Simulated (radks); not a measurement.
Task: S6+, configuration [Ne]. Calculated with a radial shooting solver on a logarithmic mesh with Libxc functionals: non-relativistic Kohn-Sham, exchange-only PBE, spin-polarised, spherical densities, point nucleus. Some entries of the table are withheld. Estimate them.

| orbital | occ. | eigenvalue (Ry) | r(max) (bohr) |
|---|---|---|---|
| 1s | 2 | -184.0122 | 0.06370 |
| 2s | 2 | (1) | (2) |
| 2p | 6 | -18.85494 | 0.3240 |

Result: 
(1) 2s eigenvalue (Ry): -22.76998
(2) 2s r(max) (bohr): 0.3884
